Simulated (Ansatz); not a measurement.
Ansatz (a first-principles code) input:

Ansatz 0.2 input:
```yaml
crystal:
  periodic: [false, false, false]
  atoms:
    - {symbol: Si, position_ang: [-0.61556744, -0.11441797, -0.69139112]}
    - {symbol: C, position_ang: [-1.42660243, 1.58300576, -0.85052450]}
    - {symbol: C, position_ang: [-1.27877660, -1.26717723, 0.64458610]}
    - {symbol: O, position_ang: [1.04220158, 0.40250922, 0.01330791]}
    - {symbol: Si, position_ang: [2.42741132, -0.51737142, 0.57522521]}
    - {symbol: H, position_ang: [-0.12147438, -0.72425853, -1.91675493]}
    - {symbol: H, position_ang: [-2.41305117, 1.48737888, -1.29547451]}
    - {symbol: H, position_ang: [-0.86075577, 2.25940734, -1.48942196]}
    - {symbol: H, position_ang: [-1.56556784, 2.07083854, 0.11390486]}
    - {symbol: H, position_ang: [-0.61018109, -2.10497485, 0.83291104]}
    - {symbol: H, position_ang: [-1.43182577, -0.74872407, 1.59042326]}
    - {symbol: H, position_ang: [-2.23955250, -1.68319735, 0.35296664]}
    - {symbol: H, position_ang: [2.33074556, -1.67840758, -0.29080601]}
    - {symbol: H, position_ang: [2.11286671, -0.74837790, 1.97729486]}
    - {symbol: H, position_ang: [3.49906236, 0.42709118, 0.30186440]}
    - {symbol: H, position_ang: [1.08242666, 1.35235598, 0.16964200]}
basis:
  gaussian:
    orbitals: def2-TZVP
hamiltonian:
  xc: b3lyp
  dispersion: d3bj
total_charge: 1
relax: {f_tol: 0.002, max_steps: 150}
```

**Question.** Which total energy does the run end on?

**Answer.** -737.01932 Eh (B3LYP-D3(BJ)/def2-TZVP). The basis has 233 functions.

It need not be the lowest isomer of its formula.
